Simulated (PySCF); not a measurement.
Input file for PySCF: R-MP2/6-31G* on CH4BClO (SMILES CB(O)Cl), a point of a torsion scan.

```python
from pyscf import gto, scf, dft, mp
from pyscf.data.elements import chemcore

mol = gto.M(
    atom='''
    C    -0.95520383   -0.07264980   -0.01895600
    B     0.30438881    0.89730029   -0.09533065
    O     1.38845570    0.78787574    0.68092134
    Cl    0.34708658    2.20206356   -1.23177286
    H    -1.72938499    0.18605623   -0.73413395
    H    -0.66354583   -1.10479733   -0.20805303
    H    -1.40316072   -0.05137907    0.97351452
    H     1.41505859    0.08196110    1.32707468
    ''',
    basis='6-31g*',
    cart=True,
    charge=0, spin=0, verbose=3, max_memory=1800)
mf = scf.RHF(mol)
mf.conv_tol = 1e-8
mf.max_cycle = 100
mf.kernel()
if not mf.converged:
    mf = mf.newton().run(mf.mo_coeff, mf.mo_occ)
pt = mp.MP2(mf, frozen=chemcore(mol)).run()
```

It printed:

```
converged SCF energy = -599.330404238346
E(RMP2) = -599.845499326885  E_corr = -0.515095088538916
E(SCS-RMP2) = -599.833551457657  E_corr = -0.503147219311171
```

The calculation finished and met its thresholds.

Cost: roughly 1.5 core-seconds.
